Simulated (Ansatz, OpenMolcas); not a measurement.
## Errors in the atomisation enthalpy at 298 K

8 molecules holding an element past argon; the atomisation enthalpy at 298 K in kJ/mol, computed less measured. Shapes, held fixed at every level: PBE0-D4/def2-TZVP. Thermal terms are harmonic and unscaled (PBE0-D4/def2-TZVP); the spin-orbit lowering of the free atoms is taken from their spectra. Programs: Ansatz 0.2.0, OpenMolcas 26.06. Measured values: Active Thermochemical Tables, CRC Handbook of Chemistry and Physics, NIST-JANAF tables.

Levels: A = HF/3-21G; B = r2SCAN/cc-pVDZ; C = BHLYP-D4/def2-TZVPP; D = MP2/def2-SVP; E = MP2/def2-TZVPP.

| molecule | from tabulated heats | A | B | C | D | E |
| --- | --- | --- | --- | --- | --- | --- |
| AsF3 (arsenic trifluoride) | 1326 | -660 | -54 | -103 | -88 | +41 |
| BBr2F (dibromofluoroborane) | 1388 | -495 | +7 | -78 | +8 | +44 |
| BBrCl2 (bromodichloroborane) | 1262 | -507 | +21 | -59 | +6 | +42 |
| CBr2ClF (dibromochlorofluoromethane) | 1329 | -807 | -13 | -143 | -65 | +32 |
| CBr2F2 (SMILES FC(F)(Br)Br) | 1484 | -812 | 0 | -147 | -42 | +42 |
| CBrCl2F (SMILES FC(Cl)(Cl)Br) | 1391 | -857 | -14 | -142 | -64 | +30 |
| CBrClF2 (SMILES FC(F)(Cl)Br) | 1551 | -865 | -4 | -148 | -41 | +38 |
| CH2BrF (bromofluoromethane) | 1556 | -608 | -23 | -80 | -71 | -1 |

(1) Which level does best on this set, which worst, and which err to one side?

Results:

(1) 
```csv
level,kind,mean error,mean absolute error,worst case
HF/3-21G,Hartree–Fock,-701.4,701.4,CBrClF2
r2SCAN/cc-pVDZ,meta-GGA,-10.0,17.0,AsF3
BHLYP-D4/def2-TZVPP,global hybrid,-112.5,112.5,CBrClF2
MP2/def2-SVP,perturbation theory,-44.6,48.1,AsF3
MP2/def2-TZVPP,perturbation theory,+33.5,33.8,BBr2F
```

On this set r2SCAN/cc-pVDZ has the smallest mean absolute error and HF/3-21G the largest. HF/3-21G is too low in 8 of 8; BHLYP-D4/def2-TZVPP is too low in 8 of 8; MP2/def2-SVP is too low in 6 of 8; MP2/def2-TZVPP is too high in 7 of 8. The molecules' own spin-orbit binding is left out, so errors for heavy halides read too negative. The tabulated values of AsF3, BBr2F, BBrCl2 are in doubt (older tables, estimates, or at odds with other calculations) and kept here. Over the 5 molecules whose values aren't doubted the mean absolute errors are A 789.8; B 10.8; C 132.0; D 56.6; E 28.6. Hartree–Fock lacks correlation and underbinds. Rows in very small basis sets show the basis more than the method. Correlated wave functions converge slowly with the basis. Relativity is left out for As, Br. Outer-core shells of As, Br are correlated in most correlated rows, in sets that cover them unevenly. The set is small.
